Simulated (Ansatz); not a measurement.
Input for Ansatz (development build ahead of 0.2.0):

```yaml
crystal:
  periodic: [false, false, false]
  atoms:
    - { symbol: Ni, position_ang: [0.0, 0.0, 0.0] }
    - { symbol: O, position_ang: [0.0, 0.0, 1.68] }
basis:
  gaussian: { orbitals: def2-SVPD }
total_charge: -1
magnetization:
  initial_magnetization: 1
hamiltonian:
  xc: pbe0
output:
  forces: true
```

The input is written out in the form of the current development build from the run's settings.

Output:

```yaml
Converged: yes
Total_energy: -1582.91106 hartree
Spin_squared_of_the_determinant: 0.750
Stability_test: minimum among restricted orbitals
```

Forces (eV/Å):
| atom | Fx | Fy | Fz |
| --- | --- | --- | --- |
| Ni1 | 0.000 | 0.000 | 0.831 |
| O2 | 0.000 | 0.000 | -0.831 |

Caution: another spin multiplicity may lie lower.
